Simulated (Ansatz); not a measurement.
The same ligand exchange along the group Ti, Zr, Hf.

Isolated molecules relaxed with PBE0-D4/def2-TZVP in Ansatz; ΔE leaves out vibrations. CCSD(T)/CBS adds triple-zeta CCSD(T) − MP2 to the extrapolated MP2 energy (def2 sets, frozen cores). This one scheme is used for every species. Functionals use def2-TZVPP. def2 core potentials past Kr. For Hf, Se, Ti, Zr outer-core shells are correlated without core-valence functions, which leaves a few kJ/mol of doubt a bond. Scalar relativity is left out up to krypton. Each species was taken in one conformer, which may not be the lowest.

| reaction | PBE-D4 (eV) | HF/CBS(def2) (eV) | PBE0-D4 (eV) | B2PLYP (eV) | CCSD(T)/CBS(def2) (eV) |
| --- | --- | --- | --- | --- | --- |
| `[OH][Ti]([F])([SH])[Cl]` + H₂Se → `[OH][Ti]([F])([Cl])[SeH]` + H₂S | -0.07 | -0.06 | -0.08 | -0.10 | -0.10 |
| `[OH][Zr]([F])([SH])[Cl]` + H₂Se → `[OH][Zr]([F])([Cl])[SeH]` + H₂S | -0.06 | -0.09 | -0.07 | -0.08 | -0.10 |
| `[OH][Hf]([F])([SH])[Cl]` + H₂Se → `[OH][Hf]([F])([Cl])[SeH]` + H₂S | -0.07 | -0.11 | -0.08 | -0.09 | -0.12 |

Largest T1 diagnostic: 0.025, for `[OH][Ti]([F])([SH])[Cl]`, so its coupled-cluster energy is less sure.
